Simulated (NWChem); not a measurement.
## An input for quartet SnSiH4OF

The species is SnSiH4OF (8 atoms), meant as a quartet with charge 0. SMILES of the parent species: `[F][SnH][O][SiH3]`. The coordinates come from a PBE0-D4/def2-TZVP relaxation. This is one conformer, not always the lowest. That shape belongs to the parent species and isn't relaxed for this state.

```xyz
8

F    -1.6073    1.7317    1.0203
Sn   -0.4207    1.8745   -0.4935
O     0.2100    0.0393   -0.6944
Si    0.7138   -1.1827    0.2769
H    -1.4357    2.1763   -1.8771
H     1.7291   -1.9821   -0.4567
H    -0.4272   -2.0613    0.6436
H     1.3303   -0.6529    1.5250
```

Settings wanted:

```
task                      : energy
method                    : HF
basis set                 : STO-3G
integral approximation    : none
reference                 : UHF
SCF convergence threshold : 1e-08
iteration cap             : 80
module                    : scf
```

Problem. Give an NWChem 7.3.0 job that does this.

Solution. One that was run (others would do as well):

a.nw:
```
echo
start a
title "FH4OSiSn"
memory total 1800 mb
geometry noautosym nocenter noautoz
F     -1.607300     1.731700     1.020300
Sn    -0.420700     1.874500    -0.493500
O      0.210000     0.039300    -0.694400
Si     0.713800    -1.182700     0.276900
H     -1.435700     2.176300    -1.877100
H      1.729100    -1.982100    -0.456700
H     -0.427200    -2.061300     0.643600
H      1.330300    -0.652900     1.525000
end
basis spherical bse
* library STO-3G
end
scf
quartet
uhf
thresh 1e-08
maxiter 80
noprint "final vectors analysis"
end
task scf
```

```bash
$ nwchem a.nw > a.out
```

Calculated total energy: -6422.88156 Eh. The run is non-relativistic. Without diffuse functions the anion is poorly described.
